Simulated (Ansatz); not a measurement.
Consider the formal exchange of groups at the Sn–H bond: `[OH][SnH]([F])[F]` + `C=C(O)NC` → `[OH][Sn]([OH])([F])[F]` + `C=CNC`.

Isolated molecules relaxed with PBE0-D4/def2-TZVP in Ansatz; ΔE leaves out vibrations. CCSD(T)/CBS is the MP2 limit (def2-TZVPP, def2-QZVPP) plus CCSD(T) − MP2 in def2-TZVPP, frozen cores. Functionals use def2-TZVPP. HSE06 is defined as in plane-wave codes. Elements past krypton have def2 core potentials. For Sn outer-core shells are correlated without core-valence functions, which leaves a few kJ/mol of doubt a bond. Each species was taken in one conformer, which may not be the lowest.

(1) Is it downhill or uphill in electronic energy at CCSD(T)/CBS, and by how much? (Estimate.)

(2) What do these levels give: LDA (SPW92), r2SCAN-D4, B97M-V, HSE06-D4, B2PLYP, PBE0, HSE06, BHLYP, CCSD/def2-SVP, CCSD/def2-TZVPP, HF/CBS(def2), MP2/CBS(def2)? (Estimate.)

(3) What do rigid-rotor, harmonic-oscillator terms from PBE0-D4/def2-TZVP frequencies (298.15 K, 1 bar) make of the CCSD(T)/CBS value? (Estimate.)

Largest T1 diagnostic among the species: 0.015.

Results:

(1) The calculation gave: Downhill: ΔE = -55.2 kJ/mol.

(2) The calculation gave: LDA (SPW92) -16.0, r2SCAN-D4 -42.2, B97M-V -39.9, HSE06-D4 -37.0, B2PLYP -50.7, PBE0 -37.6, HSE06 -37.8, BHLYP -42.0, CCSD/def2-SVP -32.2, CCSD/def2-TZVPP -48.4, HF/CBS(def2) -46.2, MP2/CBS(def2) -58.2 kJ/mol.

(3) Ansatz gave: ΔZPE = +4.0 kJ/mol, ΔH = -49.1 kJ/mol, ΔS = 9 J/(mol·K), ΔG = -51.8 kJ/mol.

In def2-TZVPP, CCSD(T) changes the Hartree–Fock value by −6.0 kJ/mol (the triples alone add −1.5 kJ/mol) and MP2 by −9.0 kJ/mol. At CCSD(T), def2-SVP lies +22.8 kJ/mol from the extrapolated value and def2-TZVPP +5.3 kJ/mol. From PBE to PBE0 (25 % exact exchange), in def2-TZVPP and without D4, ΔE moves by +4.8 kJ/mol.
